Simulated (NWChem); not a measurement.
System: CH$_{7}$BO$_{2}$Si; SMILES CB(O)O[SiH3]

Input file for NWChem:

```
start job
memory heap 200 mb stack 900 mb global 1100 mb
geometry units angstroms noautoz
  B     -0.048786     0.931589     0.000767
  C     -0.971131     2.213628    -0.000663
  H     -2.037846     1.952125     0.007150
  H     -0.779461     2.838394    -0.889563
  H     -0.768699     2.849972     0.877499
  O      1.315493     1.007108     0.000452
  H      1.640066     1.911366    -0.000593
  O     -0.607585    -0.311684     0.001828
  Si    -0.035146    -1.881695    -0.000403
  H      1.454616    -1.939812    -0.027509
  H     -0.585405    -2.571340    -1.202809
  H     -0.541120    -2.560925     1.227210
end
basis spherical
  * library 6-31g*
end
dft
  xc m06-l
  iterations 150
  mulliken
end
task dft gradient
```

Output (shortened):

```
             Northwest Computational Chemistry Package (NWChem) 7.3.0
             --------------------------------------------------------

 C1  symmetry detected

                             Geometry "geometry" -> ""
                             -------------------------

 Output coordinates in angstroms (scale by  1.889725989 to convert to a.u.)

  No.       Tag          Charge          X              Y              Z
 ---- ---------------- ---------- -------------- -------------- --------------
    1 B                    5.0000     0.03409771     0.93849452     0.00067607
    2 C                    6.0000    -0.84620573     2.24975738    -0.00070443
    3 H                    1.0000    -1.92083618     2.02296916     0.00718566
    4 H                    1.0000    -0.63444688     2.86797403    -0.88962485
    5 H                    1.0000    -0.62319187     2.87921320     0.87743627
    6 O                    8.0000     1.40010769     0.96975107     0.00026542
    7 H                    1.0000     1.75382135     1.86301293    -0.00081242
    8 O                    8.0000    -0.56470794    -0.28601181     0.00179003
    9 Si                  14.0000    -0.04346142    -1.87375326    -0.00046289
   10 H                    1.0000     1.44363198    -1.98013022    -0.02767173
   11 H                    1.0000    -0.61586986    -2.54521031    -1.20282281
   12 H                    1.0000    -0.57110089    -2.53621412     1.22719299

 Effective nuclear repulsion energy (a.u.)     219.2614672926

                                 NWChem DFT Module
                                 -----------------

 Summary of "ao basis" -> "ao basis" (spherical)
 ------------------------------------------------------------------------------
       Tag                 Description            Shells   Functions and Types
 ---------------- ------------------------------  ------  ---------------------
 B                           6-31g*                  6       14   3s2p1d
 C                           6-31g*                  6       14   3s2p1d
 H                           6-31g*                  2        2   2s
 O                           6-31g*                  6       14   3s2p1d
 Si                          6-31g*                  8       18   4s3p1d

            General Information
            -------------------
          SCF calculation type: DFT
          Wavefunction type:  closed shell.
          No. of atoms     :    12
          No. of electrons :    48
           Alpha electrons :    24
            Beta electrons :    24
          Charge           :     0
          Spin multiplicity:     1
          Use of symmetry is: off; symmetry adaption is: off
          Maximum number of iterations: 150
          AO basis - number of functions:    88
                     number of shells:    46
          Convergence on energy requested:  1.00D-06
          Convergence on density requested:  1.00D-05
          Convergence on gradient requested:  5.00D-04

              XC Information
              --------------
                        M06-L Method XC Functional
                         M06-L Exchange Functional  1.000
                       M06-L Correlation Potential  1.000

             Grid Information
             ----------------
          Grid used for XC integration:  medium
          Radial quadrature: Mura-Knowles
          Angular quadrature: Lebedev.
          Tag              B.-S. Rad. Rad. Pts. Rad. Cut. Ang. Pts.
          ---              ---------- --------- --------- ---------
          B                   0.85       49          10.0       434
          C                   0.70       49          12.0       434
          H                   0.35       45          13.0       434
          O                   0.60       49          11.0       434
          Si                  1.10       88          11.0       590
          Grid pruning is: on
          Number of quadrature shells:   599
          Spatial weights used:  Erf1

      Superposition of Atomic Density Guess
      -------------------------------------

 Sum of atomic energies:        -503.99998240

      Non-variational initial energy
      ------------------------------

 Total energy =    -506.226583
 1-e energy   =   -1128.747578
 2-e energy   =     403.259527
 HOMO         =      -0.396642
 LUMO         =       0.045827

     ---------------------------------------------
      Total Density - Mulliken Population Analysis
     ---------------------------------------------

    Atom       Charge   Shell Charges
 -----------   ------   -------------------------------------------------------
    1 B    5     4.06   2.00  0.54  1.03  0.26  0.11  0.13
    2 C    6     6.95   2.00  0.72  2.11  0.70  1.39  0.02
    3 H    1     0.76   0.46  0.30
    4 H    1     0.75   0.45  0.30
    5 H    1     0.75   0.45  0.30
    6 O    8     8.89   2.00  0.93  3.13  0.89  1.93  0.01
    7 H    1     0.46   0.35  0.10
    8 O    8     8.87   2.00  0.93  3.17  0.88  1.90  0.01
    9 Si  14    13.29   2.00  2.00  5.97  0.93  1.51  0.30  0.42  0.17
   10 H    1     1.07   0.47  0.60
   11 H    1     1.08   0.47  0.60
   12 H    1     1.08   0.47  0.60

   convergence    iter        energy       DeltaE   RMS-Dens  Diis-err
 ---------------- ----- ----------------- --------- --------- ---------
 d= 0,ls=0.0,diis     1   -507.1041093039 -7.26D+02  1.48D-02  7.70D-01
 d= 0,ls=0.0,diis     2   -507.0399221325  6.42D-02  8.99D-03  1.63D+00
 d= 0,ls=0.0,diis     3   -507.1977994477 -1.58D-01  1.62D-03  3.83D-02
 d= 0,ls=0.0,diis     4   -507.2003925679 -2.59D-03  7.19D-04  1.07D-02
 d= 0,ls=0.0,diis     5   -507.1982424608  2.15D-03  4.41D-04  1.23D-03
  Resetting Diis
 d= 0,ls=0.0,diis     6   -507.1984469273 -2.04D-04  3.10D-04  1.20D-04
 d= 0,ls=0.0,diis     7   -507.1984818676 -3.49D-05  1.42D-04  3.92D-05
 d= 0,ls=0.0,diis     8   -507.1984801819  1.69D-06  5.96D-05  7.58D-05
 d= 0,ls=0.0,diis     9   -507.1984879593 -7.78D-06  1.62D-05  3.04D-06
 d= 0,ls=0.0,diis    10   -507.1984881949 -2.36D-07  5.32D-06  6.57D-07

         Total DFT energy =     -507.198488194949
      One electron energy =    -1133.605409794486
           Coulomb energy =      457.499255278573
    Exchange-Corr. energy =      -50.353800971634
 Nuclear repulsion energy =      219.261467292600

 Numeric. integr. density =       47.999999711068

                       DFT Final Molecular Orbital Analysis
                       ------------------------------------

 Vector   22  Occ=2.000000D+00  E=-2.966820D-01
              MO Center=  2.0D-01,  7.6D-02, -8.2D-03, r^2= 4.6D+00
   Bfn.  Coefficient  Atom+Function         Bfn.  Coefficient  Atom+Function
  ----- ------------  ---------------      ----- ------------  ---------------
    53      0.283897   8 O  px               38      0.248984   6 O  py
    84     -0.214119  10 H  s                57      0.208808   8 O  px
    17     -0.193481   2 C  px                4     -0.177497   1 B  py
    37     -0.175946   6 O  px               42      0.176357   6 O  py
    71     -0.169536   9 Si px               83     -0.153724  10 H  s

 Vector   23  Occ=2.000000D+00  E=-2.723452D-01
              MO Center=  7.5D-02, -4.4D-01,  1.2D-02, r^2= 3.5D+00
   Bfn.  Coefficient  Atom+Function         Bfn.  Coefficient  Atom+Function
  ----- ------------  ---------------      ----- ------------  ---------------
    55      0.427160   8 O  pz               39     -0.364438   6 O  pz
    59      0.339681   8 O  pz               43     -0.284469   6 O  pz
    88     -0.206640  12 H  s                86      0.199495  11 H  s
    73     -0.148334   9 Si pz               87     -0.139643  12 H  s
    85      0.135446  11 H  s                79      0.074670   9 Si d -1

 Vector   24  Occ=2.000000D+00  E=-2.695245D-01
              MO Center= -2.7D-02,  2.8D-01, -9.0D-03, r^2= 3.9D+00
   Bfn.  Coefficient  Atom+Function         Bfn.  Coefficient  Atom+Function
  ----- ------------  ---------------      ----- ------------  ---------------
    53      0.360585   8 O  px               57      0.262245   8 O  px
    37      0.238359   6 O  px               18     -0.231944   2 C  py
    84     -0.204613  10 H  s                22     -0.184856   2 C  py
    20      0.179704   2 C  s                41      0.165791   6 O  px
     3     -0.161031   1 B  px               71     -0.154252   9 Si px

 Vector   25  Occ=0.000000D+00  E= 2.037006D-02
              MO Center=  1.4D-02, -1.9D+00, -1.1D-03, r^2= 4.4D+00
   Bfn.  Coefficient  Atom+Function         Bfn.  Coefficient  Atom+Function
  ----- ------------  ---------------      ----- ------------  ---------------
    76      1.067793   9 Si py               56     -0.465171   8 O  s
    20     -0.393070   2 C  s                72      0.375646   9 Si py
     8      0.330438   1 B  py               58      0.238885   8 O  py
    86      0.215821  11 H  s                88      0.215824  12 H  s
    74      0.196779   9 Si s                75     -0.170553   9 Si px

 Vector   26  Occ=0.000000D+00  E= 3.839257D-02
              MO Center= -5.6D-02,  9.5D-01, -9.5D-04, r^2= 3.2D+00
   Bfn.  Coefficient  Atom+Function         Bfn.  Coefficient  Atom+Function
  ----- ------------  ---------------      ----- ------------  ---------------
     5      0.544531   1 B  pz                9      0.520973   1 B  pz
    32      0.453644   4 H  s                34     -0.451944   5 H  s
    77     -0.291198   9 Si pz               88      0.284197  12 H  s
    86     -0.274619  11 H  s                43     -0.266964   6 O  pz
    23      0.264975   2 C  pz               39     -0.230659   6 O  pz

 Vector   27  Occ=0.000000D+00  E= 8.327479D-02
              MO Center=  2.2D-02, -9.1D-01,  5.4D-03, r^2= 7.2D+00
   Bfn.  Coefficient  Atom+Function         Bfn.  Coefficient  Atom+Function
  ----- ------------  ---------------      ----- ------------  ---------------
    75      1.096283   9 Si px               84     -1.017724  10 H  s
    50     -0.640126   7 H  s                40      0.507277   6 O  s
    86      0.477400  11 H  s                88      0.467773  12 H  s
    76      0.459697   9 Si py               71      0.409078   9 Si px
     8      0.301992   1 B  py               30     -0.267167   3 H  s

     ---------------------------------------------
      Total Density - Mulliken Population Analysis
     ---------------------------------------------

    Atom       Charge   Shell Charges
 -----------   ------   -------------------------------------------------------
    1 B    5     4.29   2.00  0.52  1.40  0.13  0.10  0.14
    2 C    6     6.78   2.00  0.66  2.10  0.74  1.27  0.02
    3 H    1     0.81   0.53  0.28
    4 H    1     0.82   0.52  0.30
    5 H    1     0.82   0.52  0.30
    6 O    8     8.64   2.00  0.92  2.92  0.92  1.86  0.02
    7 H    1     0.57   0.48  0.08
    8 O    8     8.61   2.00  0.91  2.94  0.92  1.83  0.01
    9 Si  14    13.27   2.00  2.00  5.96  0.96  1.77  0.17  0.18  0.23
   10 H    1     1.12   0.51  0.60
   11 H    1     1.13   0.51  0.62
   12 H    1     1.13   0.51  0.62

     -------------------------------------------
      Total Density - Lowdin Population Analysis
     -------------------------------------------

    Atom       Charge   Shell Charges
 -----------   ------   -------------------------------------------------------
    1 B    5     5.05   1.98  0.41  1.29  0.29  0.73  0.36
    2 C    6     6.48   1.99  0.56  1.91  0.45  1.53  0.04
    3 H    1     0.85   0.49  0.36
    4 H    1     0.85   0.49  0.36
    5 H    1     0.85   0.49  0.36
    6 O    8     8.28   1.99  0.85  2.76  0.65  1.99  0.04
    7 H    1     0.66   0.45  0.21
    8 O    8     8.25   1.99  0.83  2.78  0.62  2.00  0.03
    9 Si  14    13.53   2.00  1.98  5.88  0.67  1.61  0.36  0.71  0.31
   10 H    1     1.06   0.51  0.56
   11 H    1     1.07   0.51  0.56
   12 H    1     1.07   0.51  0.56

     Multipole analysis of the density
     ---------------------------------

     L   x y z        total         alpha         beta         nuclear
     -   - - -        -----         -----         ----         -------
     0   0 0 0     -0.000000    -24.000000    -24.000000     48.000000

     1   1 0 0      0.269318      0.134659      0.134659      0.000000
     1   0 1 0      0.555550      0.277775      0.277775      0.000000
     1   0 0 1     -0.002395     -0.001197     -0.001197      0.000000

     2   2 0 0    -29.049683    -73.283371    -73.283371    117.517058
     2   1 1 0      2.193293      4.744834      4.744834     -7.296375
     2   1 0 1     -0.001717     -0.003045     -0.003045      0.004372
     2   0 2 0    -24.374696   -249.686595   -249.686595    474.998495
     2   0 1 1     -0.003741      0.006157      0.006157     -0.016055
     2   0 0 2    -28.254369    -22.188799    -22.188799     16.123229

            General Information
            -------------------
          SCF calculation type: DFT
          Wavefunction type:  closed shell.
          No. of atoms     :    12
          No. of electrons :    48
           Alpha electrons :    24
            Beta electrons :    24
          Charge           :     0
          Spin multiplicity:     1
          Use of symmetry is: off; symmetry adaption is: off
          Maximum number of iterations: 150
          AO basis - number of functions:    88
                     number of shells:    46
          Convergence on energy requested:  1.00D-06
          Convergence on density requested:  1.00D-05
          Convergence on gradient requested:  5.00D-04

              XC Information
              --------------
                        M06-L Method XC Functional
                         M06-L Exchange Functional  1.000
                       M06-L Correlation Potential  1.000

             Grid Information
             ----------------
          Grid used for XC integration:  medium
          Radial quadrature: Mura-Knowles
          Angular quadrature: Lebedev.
          Tag              B.-S. Rad. Rad. Pts. Rad. Cut. Ang. Pts.
          ---              ---------- --------- --------- ---------
          B                   0.85       49          10.0       434
          C                   0.70       49          12.0       434
          H                   0.35       45          13.0       434
          O                   0.60       49          11.0       434
          Si                  1.10       88          11.0       590
          Grid pruning is: on
          Number of quadrature shells:   599
          Spatial weights used:  Erf1

[...]

                         DFT ENERGY GRADIENTS

    atom               coordinates                        gradient
                 x          y          z           x          y          z
   1 B       0.064435   1.773497   0.001278    0.004295  -0.001828  -0.000033
   2 C      -1.599097   4.251425  -0.001331   -0.000868   0.001248   0.000024
   3 H      -3.629854   3.822857   0.013579   -0.003238  -0.001977   0.000031
   4 H      -1.198931   5.419685  -1.681147    0.001565   0.001094  -0.003308
   5 H      -1.177662   5.440924   1.658114    0.001596   0.001143   0.003263
   6 O       2.645820   1.832564   0.000502   -0.005196   0.003934  -0.000003
   7 H       3.314242   3.520584  -0.001535    0.000311  -0.003084   0.000000
   8 O      -1.067143  -0.540484   0.003383    0.000981   0.006822   0.000051
   9 Si     -0.082130  -3.540880  -0.000875   -0.001070  -0.002199  -0.000030
  10 H       2.728069  -3.741904  -0.052292    0.006269   0.000285  -0.000097
  11 H      -1.163825  -4.809750  -2.273006   -0.002405  -0.002740  -0.005231
  12 H      -1.079224  -4.792750   2.319058   -0.002239  -0.002698   0.005332
```

Level: M06-L/6-31G* (spherical d). The geometry was optimised at PBE0/def2-SVP. No frequency run checked for a minimum.
